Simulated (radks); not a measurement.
Nb III, configuration [Kr] 4d1 5s2 (not the ground configuration).

Method: scalar-relativistic Kohn-Sham, r2SCAN, spin-polarised, spherical densities, finite nucleus; open shells are filled with parallel spins first (spin-orbit coupling, left out, can overturn this in heavy ions); meta-GGA in the generalised Kohn-Sham scheme; Fermi nuclear charge, rms radius 4.324 fm; computed with a radial shooting solver on a logarithmic mesh with Libxc functionals.

Energy parts (eV):
part                       energy
total                 -103923.534
kinetic                107008.715
electron-nucleus      -249365.284
Hartree                 41650.246
exchange-correlation    -3217.212

Orbitals (lengths in bohr, moments of r in powers of bohr):
orbital	occ.	eigenvalue (eV)	<r>
1s down	1	-18877.03	0.03610
1s up	1	-18877.02	0.03610
2s up	1	-2675.665	0.1579
2s down	1	-2675.488	0.1579
2p up	3	-2389.500	0.1377
2p down	3	-2389.374	0.1377
3s up	1	-473.9517	0.4421
3s down	1	-473.8859	0.4421
3p up	3	-379.4760	0.4450
3p down	3	-379.3912	0.4451
3d up	5	-225.6172	0.4328
3d down	5	-225.4617	0.4328
4s up	1	-85.8879	1.145
4s down	1	-84.9937	1.141
4p up	3	-60.6781	1.266
4p down	3	-59.6559	1.262
4d up	1	-25.0444	1.704
4d down	0	-23.9162	1.721
5s up	1	-20.0910	2.875
5s down	1	-19.6679	2.930
5p up	0	-14.3564	3.277
5p down	0	-14.2266	3.373

The highest occupied level is 5s down at -19.668 eV. The configuration is held as typed, so some empty levels lie below it. The density falls to 0.001 e/bohr^3 at r = 4.34 bohr. The spin density at the nucleus is 0.175 e/bohr^3 (1s 0.023, 2s -0.321, 3s 0.252, 4s -1.125, 5s 1.347).
